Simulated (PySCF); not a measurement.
## Working out the excitation energy of Be

Be [He] 2s2 (1S) → Be [He] 2s1 2p1 (3P). Calculation: PySCF 2.14, in aug-cc-pVDZ-DK; scalar relativity by spin-free X2C-1e. Frozen: 1s2. Energies in hartree (1 hartree = 27.21139 eV):

| part | Be (lower) | Be (upper) |
| --- | --- | --- |
| UHF | -14.574886 | -14.514857 |
| CCSD correlation | -0.044504 | -0.004227 |
| (T) | 0.000000 | 0.000000 |

What does Hartree-Fock give?

(-14.514857) − (-14.574886) = 0.060029 hartree = 1.633 eV.

What do CCSD and CCSD(T) give?

The CCSD correlation energies differ by 0.040277 hartree = 1.096 eV and the triples by 0.000000 hartree = 0.000 eV, so CCSD gives 2.729 eV and CCSD(T) 2.729 eV.

Measured between the centres of the two terms (NIST): 2.725 eV, so CCSD(T) (valence) is off by 0.004 eV.

A double-zeta basis recovers only part of the correlation energy.

What remains against the reference includes basis incompleteness, the frozen core and higher excitations.
